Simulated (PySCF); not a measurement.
Correlation energy of Ti(10+) (titanium, charge +10)

Starting occupation: [Ne] 3s2. Computed with PySCF 2.14 in an even-tempered Gaussian basis (19 s from 0.19 bohr⁻², ratio 2.6; 13 p from 0.25 bohr⁻², ratio 2.6; 7 d from 0.25 bohr⁻², ratio 2.8; 4 f from 5 bohr⁻², ratio 2.8), with X2C-1e with screened-nucleus spin-orbit coupling, Gaussian nucleus. Frozen: 1s2; 10 electrons correlated; the 50 highest virtual spinors left out.

MP2 pair energies summed by pair of shells (mhartree):

```tsv
pair	energy	share (%)
2p1/2-2p3/2	-93.99	24.6
2p3/2-2p3/2	-89.99	23.5
3s1/2-3s1/2	-56.39	14.7
2p3/2-2s1/2	-39.82	10.4
2p3/2-3s1/2	-29.68	7.8
2p1/2-2p1/2	-21.60	5.6
2p1/2-2s1/2	-19.98	5.2
2p1/2-3s1/2	-14.61	3.8
2s1/2-2s1/2	-10.13	2.6
2s1/2-3s1/2	-6.31	1.7
```

Total MP2 correlation energy: -382.50 mhartree.

The virtual space was cut to 56 spinors, which keep -323.09 of the -382.50 mhartree of MP2 correlation.

| level | correlation energy (mhartree) |
| --- | --- |
| CCSD | -343.67 |
| (T) | -1.54 |
| CCSD(T) | -345.21 |

Diagnostics: T1 = 0.00097, largest double amplitude 0.096.

Cost of the coupled-cluster step: of the order of 30 core-seconds, for 10 occupied and 56 virtual spinors.

Iterations:

```
Init t2, MP2 energy = -0.323088349377951
CCSD nocc = 10, nmo = 66
Init t2, MP2 energy = -0.323088349377951
Init E_corr(GCCSD) = -0.323088349377951
cycle = 1  E_corr(GCCSD) = -0.337590321926895  dE = -0.0145019725  norm(t1,t2) = 0.0326083
cycle = 2  E_corr(GCCSD) = -0.34152729076651  dE = -0.00393696884  norm(t1,t2) = 0.0118914
cycle = 3  E_corr(GCCSD) = -0.34367528043328  dE = -0.00214798967  norm(t1,t2) = 0.00462408
cycle = 4  E_corr(GCCSD) = -0.343668091272467  dE = 7.18916081e-06  norm(t1,t2) = 0.000181548
cycle = 5  E_corr(GCCSD) = -0.343670616928012  dE = -2.52565555e-06  norm(t1,t2) = 2.00299e-05
cycle = 6  E_corr(GCCSD) = -0.343669806507002  dE = 8.1042101e-07  norm(t1,t2) = 3.1951e-06
cycle = 7  E_corr(GCCSD) = -0.34366975132885  dE = 5.51781523e-08  norm(t1,t2) = 1.25924e-07
cycle = 8  E_corr(GCCSD) = -0.343669757519574  dE = -6.1907236e-09  norm(t1,t2) = 1.14378e-08
GCCSD converged
E(GCCSD) = -815.7017219702141  E_corr = -0.3436697575195736
```

The coupled-cluster values are those of the cut space; adding the MP2 remainder, -59.41 mhartree, estimates the full space.
